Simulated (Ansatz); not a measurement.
## What each rung costs, and what it gives

Saddle point of GeH5BrO, singlet (GeH₃Br ([GeH3][Br]) + H₂O → GeH₄O ([OH][GeH3]) + HBr; bonds formed: Ge1–O7, Br2–H6; bonds broken: Ge1–Br2, H6–O7), PBE0-D4/def2-TZVP structure:

```json
{"atom": "Ge1", "x (Å)": "-0.6813", "y (Å)": "0.3261", "z (Å)": "-0.4089"}
{"atom": "Br2", "x (Å)": "0.7021", "y (Å)": "-1.9287", "z (Å)": "-1.0575"}
{"atom": "H3", "x (Å)": "-0.2131", "y (Å)": "0.8109", "z (Å)": "-1.7813"}
{"atom": "H4", "x (Å)": "-0.9335", "y (Å)": "1.6230", "z (Å)": "0.4189"}
{"atom": "H5", "x (Å)": "-1.9230", "y (Å)": "-0.5468", "z (Å)": "-0.2773"}
{"atom": "H6", "x (Å)": "1.1384", "y (Å)": "-0.8483", "z (Å)": "0.6827"}
{"atom": "O7", "x (Å)": "0.6532", "y (Å)": "-0.0773", "z (Å)": "1.0980"}
{"atom": "H8", "x (Å)": "1.2572", "y (Å)": "0.6409", "z (Å)": "1.3253"}
```

Barriers are electronic and count from the start structure reached by relaxing down the imaginary mode.

Program: Ansatz 0.2.0. Basis: as named in each row. Cores are frozen in the correlated methods. Filled d shells of the heavier atoms are correlated. The def2 sets are not built for correlating such inner shells, so the correlated values are less sure here. B3LYP uses VWN-RPA correlation. Extrapolation: Hartree–Fock as exp(−7.88 √X), correlation as X^−2.97.

Times are rough, for one single point on 4 threads of a shared host (Arm Neoverse V1).

The estimate by CCSD(T) at an estimated basis limit (MP2 extrapolated from triple and quadruple zeta, plus CCSD(T) − MP2 in triple zeta) is 1.118 eV.

```csv
method,basis,time (s),barrier (eV),method less estimate
HF,STO-3G,under 1,1.479,0.361
PBE-D4,STO-3G,under 1,0.331,-0.786
SPW92,def2-SVP,under 1,0.520,-0.597
PBE-D4,def2-SVP,under 1,0.768,-0.350
SPW92,def2-TZVPP,under 1,0.658,-0.460
B3LYP-D4,6-31G,1,0.523,-0.595
PBE0-D4,def2-SVP,1,0.891,-0.226
PBE-D4,def2-TZVPP,2,0.891,-0.227
BLYP-D4,def2-TZVPP,2,0.952,-0.166
B3LYP-D4,def2-TZVPP,2,1.020,-0.098
BHLYP-D4,def2-TZVPP,2,1.103,-0.015
PBE0-D4,def2-TZVPP,2,0.982,-0.135
CAM-B3LYP-D4,def2-TZVPP,2,1.038,-0.080
r2SCAN-D4,def2-TZVPP,3,0.948,-0.170
RPA on PBE,def2-TZVPP,4,1.143,0.026
B2PLYP,def2-TZVPP,4,1.067,-0.051
r2SCAN0-D4,def2-TZVPP,4,1.011,-0.107
PBE-QIDH,def2-TZVPP,4,1.053,-0.065
wB97M-V,def2-SVP,5,0.913,-0.204
CCSD(T),def2-SVP,6,1.127,0.010
wB97X-V,def2-TZVPP,6,1.067,-0.051
B97M-V,def2-TZVPP,6,1.026,-0.091
wB97M-V,def2-TZVPP,8,1.019,-0.099
MP2,def2-QZVPP,17,1.099,-0.019
CCSD(T),def2-TZVPP,98,1.120,0.003
```

All methods are single points on the PBE0-D4 structures.

T1 diagnostic: at most 0.011.

The step is the kind of ligand exchange by which a precursor binds to a hydroxyl group, or is hydrolysed, in atomic layer deposition of oxides.

Labels in which every atom is bracketed show which atoms are joined, not bond orders.
